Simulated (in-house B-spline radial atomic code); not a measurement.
B97-1 excitations of Fe IX (Fe8+)

Method: B97-1. Computed with a B-spline radial code for spherical atoms: linear response of the closed shell [Ne] 3s2 3p6 with the functional's adiabatic kernel; non-relativistic, point nucleus, no spin-orbit coupling, no double excitations, S, P, D and F terms only. Only terms of natural parity with L up to 3 were computed.

Command:
```bash
python run_td.py task.json out
```
Settings (radii: box in bohr, nucleus in fm):
```
Z                        26
electrons                18
configuration            [Ne] 3s2 3p6
hamiltonian              nr
method                   b97_1
box_radius               11.59
intervals                51
```

Run time, properties included: 0.8 s on 1 thread of Arm Neoverse N1 (shared host).

The lowest states, in the order of their Tamm-Dancoff energies; the method's threshold (minus the highest occupied level) is 223.13 eV. Labels give the largest channel, * marks a mixed state, and oscillator strengths are full-response dipole values. Semilocal kernels can invert the small singlet-triplet splittings of Rydberg terms. Energies in eV:

```csv
state,full response,Tamm-Dancoff,oscillator strength
3p → 3d 3P,50.22,50.39,-
3p → 3d 3F,51.05,51.28,-
3p → 3d 1F,55.39,55.40,-
3p → 3d 1P,71.22,74.29,2.85
3s → 3d 3D,87.63,87.70,-
3s → 3d 1D,93.10,93.24,-
3p → 4s 3P,116.21,116.23,-
3p → 4s 1P,117.17,117.21,0.3
3p → 4p 3S,126.42,126.46,-
3p → 4p 3D,?,?,-
3p → 4p 1D,128.00,128.01,-
3p → 4p 1S,132.85,133.15,-
3p → 4d 3P,144.48,144.50,-
3p → 4d 3F,144.80,144.81,-
3p → 4d 1F,145.13,145.13,-
3p → 4d 1P,145.94,146.00,0.54
3s → 4s 3S,151.89,151.90,-
3s → 4s 1S,153.96,154.07,-
3p → 4f 3D,158.20,158.21,-
3p → 4f 1D,159.83,159.86,-
3s → 4p 3P,163.19,163.20,-
3s → 4p 1P,?,?,?
```

Question: Where does 3p → 4p 3D lie?

Answer: At 127.40 eV in full response, 127.42 eV in Tamm-Dancoff.

Question: Where does 3s → 4p 1P lie?

Answer: At 163.98 eV in full response, 164.02 eV in Tamm-Dancoff, oscillator strength 0.178.

Question: How large is the singlet-triplet splitting of 3p → 3d (F terms) in Tamm-Dancoff?

Answer: 4.12 eV, from the unrounded values.

Question: What polarisabilities and dispersion coefficient does the method give?

Answer: Dipole 0.4996 bohr³, quadrupole 0.3133 bohr⁵, C6 0.5757 hartree·bohr⁶ for two such species.
